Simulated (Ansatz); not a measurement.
## Molecular dynamics, step by step

CHKN (charge +1), singlet, PBE0-D4/def2-SVP (Ansatz 0.2.0). Settings (timestep in fs, temperature in K, friction in 1/fs; T counts 12 degrees of freedom, while the starting velocities carry no drift of the centre of mass, so T starts below the set value):

```yaml
hamiltonian: {xc: pbe0, dispersion: d4}
md: {n_steps: 80, timestep: 0.75, temperature: 300, ensemble: nvt_langevin, seed: 947, friction: 0.05, initial_velocities: maxwell_boltzmann}
```

Start:

K1  (-0.129, -0.038, -2.879)
C2  (0.044, 0.013, 0.983)
N3  (-0.007, -0.001, -0.159)
H4  (0.092, 0.027, 2.055)
(Å)

```json
{"step": "0", "time (fs)": "0.00", "potential energy less the start (meV)": "0.0", "kinetic energy (meV)": "116.3", "T (K)": "225"}
{"step": "5", "time (fs)": "3.75", "potential energy less the start (meV)": "17.1", "kinetic energy (meV)": "179.6", "T (K)": "347"}
{"step": "10", "time (fs)": "7.50", "potential energy less the start (meV)": "40.0", "kinetic energy (meV)": "131.0", "T (K)": "253"}
{"step": "15", "time (fs)": "11.25", "potential energy less the start (meV)": "29.3", "kinetic energy (meV)": "123.1", "T (K)": "238"}
{"step": "20", "time (fs)": "15.00", "potential energy less the start (meV)": "36.9", "kinetic energy (meV)": "84.4", "T (K)": "163"}
{"step": "25", "time (fs)": "18.75", "potential energy less the start (meV)": "21.6", "kinetic energy (meV)": "174.7", "T (K)": "338"}
{"step": "30", "time (fs)": "22.50", "potential energy less the start (meV)": "34.3", "kinetic energy (meV)": "144.7", "T (K)": "280"}
{"step": "35", "time (fs)": "26.25", "potential energy less the start (meV)": "31.8", "kinetic energy (meV)": "204.1", "T (K)": "395"}
{"step": "40", "time (fs)": "30.00", "potential energy less the start (meV)": "88.3", "kinetic energy (meV)": "171.7", "T (K)": "332"}
{"step": "45", "time (fs)": "33.75", "potential energy less the start (meV)": "101.4", "kinetic energy (meV)": "104.6", "T (K)": "202"}
{"step": "50", "time (fs)": "37.50", "potential energy less the start (meV)": "126.3", "kinetic energy (meV)": "152.7", "T (K)": "295"}
{"step": "55", "time (fs)": "41.25", "potential energy less the start (meV)": "36.0", "kinetic energy (meV)": "220.2", "T (K)": "426"}
{"step": "60", "time (fs)": "45.00", "potential energy less the start (meV)": "37.8", "kinetic energy (meV)": "228.2", "T (K)": "441"}
{"step": "65", "time (fs)": "48.75", "potential energy less the start (meV)": "135.6", "kinetic energy (meV)": "168.8", "T (K)": "326"}
{"step": "70", "time (fs)": "52.50", "potential energy less the start (meV)": "148.9", "kinetic energy (meV)": "92.1", "T (K)": "178"}
{"step": "75", "time (fs)": "56.25", "potential energy less the start (meV)": "126.0", "kinetic energy (meV)": "141.7", "T (K)": "274"}
{"step": "80", "time (fs)": "60.00", "potential energy less the start (meV)": "36.6", "kinetic energy (meV)": "213.5", "T (K)": "413"}
```

Step 15, positions (Å) and forces (eV/Å):

```
atom       x       y       z      Fx      Fy      Fz
  K1  -0.146  -0.006  -2.857   0.004   0.021  -0.054
  C2   0.061  -0.017   0.965   0.103  -0.649   2.282
  N3   0.041   0.068  -0.173  -0.064   0.242  -1.342
  H4   0.093  -0.219   2.057  -0.043   0.386  -0.886
```

Step 20, positions (Å) and forces (eV/Å):

```tsv
atom	x	y	z	Fx	Fy	Fz
K1	-0.157	0.001	-2.857	0.009	0.025	-0.029
C2	0.067	-0.032	0.970	0.041	-0.278	0.874
N3	0.058	0.083	-0.161	-0.061	0.288	-2.027
H4	0.083	-0.221	2.009	0.011	-0.035	1.182
```

Step 55, positions (Å) and forces (eV/Å):

```json
{"atom": "K1", "x": "-0.213", "y": "0.023", "z": "-2.852", "Fx": "0.048", "Fy": "0.047", "Fz": "0.175"}
{"atom": "C2", "x": "-0.020", "y": "0.000", "z": "1.102", "Fx": "-0.193", "Fy": "0.123", "Fz": "0.123"}
{"atom": "N3", "x": "0.070", "y": "0.207", "z": "-0.023", "Fx": "0.064", "Fy": "-0.063", "Fz": "-0.762"}
{"atom": "H4", "x": "-0.174", "y": "-0.157", "z": "2.152", "Fx": "0.082", "Fy": "-0.107", "Fz": "0.465"}
```

Last step (80):

```json
{"atom": "K1", "x (Å)": "-0.2391", "y (Å)": "0.0041", "z (Å)": "-2.8088"}
{"atom": "C2", "x (Å)": "-0.0344", "y (Å)": "0.0575", "z (Å)": "1.2165"}
{"atom": "N3", "x (Å)": "0.0024", "y (Å)": "0.2330", "z (Å)": "0.0804"}
{"atom": "H4", "x (Å)": "-0.0629", "y (Å)": "-0.1551", "z (Å)": "2.2770"}
```

Hardware: 2 CPU threads of an Arm Neoverse V1, shared host. Wall time about 63 s.
